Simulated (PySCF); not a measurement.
H6OSi2.

```xyz
9

Si     1.5880     0.0000     0.0697
O      0.0000     0.0000    -0.3995
Si    -1.5880     0.0000     0.0697
H      2.4403     0.0000    -1.1518
H      1.8877    -1.2152     0.8867
H      1.8877     1.2152     0.8867
H     -1.8877     1.2152     0.8867
H     -2.4403     0.0000    -1.1518
H     -1.8877    -1.2152     0.8867
```

Coordinates come from a PBE0-D3(BJ)/def2-SVP optimisation.

These are B3LYP/pcSseg-1 run with PySCF values and carry that method's errors. Non-relativistic, no solvent.

Q: Give the absolute GIAO shielding of each atom: isotropic value and principal components (ppm). (Estimate from the structure and the level; the computed values follow.)

A: 
| atom | σ(iso) | σ11 | σ22 | σ33 | span |
|---|---|---|---|---|---|
| Si1 | 380.9 | 337.5 | 344.9 | 460.3 | 122.8 |
| O2 | 334.4 | 257.8 | 369.1 | 376.1 | 118.3 |
| Si3 | 380.9 | 337.5 | 344.9 | 460.3 | 122.8 |
| H4 | 26.5 | 23.4 | 24.9 | 31.2 | 7.8 |
| H5 | 26.4 | 23.4 | 24.9 | 31.0 | 7.5 |
| H6 | 26.4 | 23.4 | 24.9 | 31.0 | 7.5 |
| H7 | 26.4 | 23.4 | 24.9 | 31.0 | 7.5 |
| H8 | 26.5 | 23.4 | 24.9 | 31.2 | 7.8 |
| H9 | 26.4 | 23.4 | 24.9 | 31.0 | 7.5 |
